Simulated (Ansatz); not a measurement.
The lowest singlet and triplet of C4H6 (SMILES C=CC=C); geometries from B3LYP-D3(BJ)/def2-TZVP, each state relaxed from the structure named, with no frequency check.
Singlet (charge 0, multiplicity 1):
```xyz
10

C      1.3112     1.1224     0.6454
C      0.5094     0.0645     0.5130
C     -0.5094    -0.0645    -0.5130
C     -1.3112    -1.1224    -0.6454
H      1.2425     1.9693    -0.0276
H      2.0577     1.1757     1.4263
H      0.6044    -0.7680     1.2047
H     -0.6044     0.7680    -1.2047
H     -2.0577    -1.1757    -1.4263
H     -1.2425    -1.9693     0.0276
```

A positive gap puts the triplet lower; no zero-point energy. R- takes a restricted singlet. The triplet is unrestricted in single-reference levels. Active spaces average the two states.

Correlated levels freeze the cores.

Programs: Ansatz (a program for electronic structure) with Gaussian orbitals. Values without a source in brackets are computed.

R-PBE/def2-TZVPP gives -74.85 kcal/mol for the gap E(singlet) − E(triplet), vertical, at the singlet's geometry.

**Question.** Predict the shift from PBE, with its sign, for: R-r2SCAN/def2-TZVPP, R-PBE0/def2-TZVPP, R-wB97M-V/def2-TZVPP, R-B2PLYP/def2-TZVPP, R-MP2/cc-pVTZ, R-CCSD(T)/cc-pVTZ, SC-NEVPT2 on SA-CASSCF(4,4)/cc-pVTZ, FIC-MRCISD+Q on SA-CASSCF(4,4)/cc-pVDZ.

**Answer.** R-r2SCAN/def2-TZVPP 4.66; R-PBE0/def2-TZVPP 0.67; R-wB97M-V/def2-TZVPP -6.44; R-B2PLYP/def2-TZVPP -3.16; R-MP2/cc-pVTZ -19.03; R-CCSD(T)/cc-pVTZ -6.62; SC-NEVPT2 on SA-CASSCF(4,4)/cc-pVTZ -6.48; FIC-MRCISD+Q on SA-CASSCF(4,4)/cc-pVDZ -5.04 kcal/mol. 2 of 8 lie above PBE; the widest gap is to R-MP2/cc-pVTZ.

Doubts at one or more of the structures used: a restricted determinant that unrestricted orbitals would lower (R-MP2/cc-pVTZ, R-CCSD(T)/cc-pVTZ); a spin-contaminated determinant (R-MP2/cc-pVTZ, R-CCSD(T)/cc-pVTZ).
